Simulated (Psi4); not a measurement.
Cl2 (SMILES ClCl), singlet, geometry from GFN2-xTB. Base run: MP2/STO-3G (Psi4).

Psi4 was given this input:
```
memory 2 GB

molecule mol {
0 1
  Cl   -0.000000   -0.000000   -1.008426
  Cl    0.000000    0.000000    1.008426
}

set basis sto-3g
set reference rhf

energy('mp2')
print_variables()
```

Each row names what was changed in the base input (with any setting that the change needs).

```csv
change,ΔE vs base (kcal/mol),MP2 correlation (Eh),basis functions,outcome
base,0.000,-0.01950,18,converged
method = dlpno-mp2,-,-,18,stopped with an error
method = cepa(1),-,-,18,stopped with an error
method = fno-ccsd(t),-,-,18,stopped with an error
cc_type = df,0.000,-0.01950,18,converged
method = mp2.5,-1.95,-0.01950,18,converged
freeze_core = on,0.091,-0.01936,18,converged
method = lccd,-,-,18,stopped with an error
puream = off,0.005,-0.01950,18,converged
method = qcisd(t),-,-,18,stopped with an error
```

- method = dlpno-mp2: ended with `Fatal Error: Maximum DLPNO iterations exceeded.`
- method = cepa(1): ended with `Fatal Error: ndocc must be less than nvirt`
- method = fno-ccsd(t): ended with `Fatal Error: ndocc must be less than nvirt`
